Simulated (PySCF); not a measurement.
C₆H₃NO₂S, SMILES N#Cc1ccc(C(=O)O)s1, singlet at its GFN2-xTB optimised geometry (Å):

```
13

N     -2.2344    -3.6974     0.0023
C     -1.5574    -2.7712     0.0011
C     -0.7229    -1.6488     0.0000
C      0.6553    -1.6488     0.0000
C      1.1855    -0.3564     0.0000
C      0.2125     0.6156     0.0003
C      0.4272     2.0606     0.0007
O      1.5084     2.5914     0.0046
O     -0.7281     2.7433    -0.0027
S     -1.3799    -0.0469     0.0023
H      1.2415    -2.5502     0.0003
H      2.2344    -0.1223     0.0002
H     -0.5558     3.6974    -0.0005
```

Calculation: PBE/def2-TZVP (PySCF 2.14.0). Cells within 0.4 Å of a nucleus heavier than hydrogen are left out (blank, or x).

Map of the HOMO−1 amplitude (bohr^(-3/2)), clipped to [-0.25, 0.25] on the plane z = 0.0 Å; orbital energy -7.06 eV, overall sign arbitrary:

```
|5555555555555555555555555555555|
|5555555555555555555555555555555|
|5555555555555555555555555555555|
|5555555555555555555555555555555|
|5555555555555555555555555555555|
|5555555555555555555555555555555|
|5555555555555545567665555555555|
|5555555555556534579965555555555|
|5555555555568xx358xx44444555555|
|5555555555566x23x6xx03444555555|
|5555555555555545xx1013444555555|
|5555555555555556643233444555555|
|5555555555555557754444444555555|
|555555555554445xx65444444555555|
|555555555554444xx55544445555555|
|55555555555xx34444x555455555555|
|555555555555x4444xx555555555555|
|5555555555555554455555555555555|
|5555555555555555555555555555555|
|5555555555555xx5xx5555555555555|
|5555555555444x455x5555555555555|
|55555555444x4444544555555555555|
|55555554444xx445544555555555555|
|5555554444555555555555555555555|
|555555444xx55555555555555555555|
|555555444xx55555555555555555555|
|5555555445555555555555555555555|
|5555555555555555555555555555555|
|5555555555555555555555555555555|
|5555555555555555555555555555555|
|5555555555555555555555555555555|
```
Scale: ten equal steps from -0.250 (start of '0') to 0.243 (end of '9'), in the order '0123456789'; x runs from -6.00 to 6.00, y from -6.00 (bottom) to 6.00 (top).
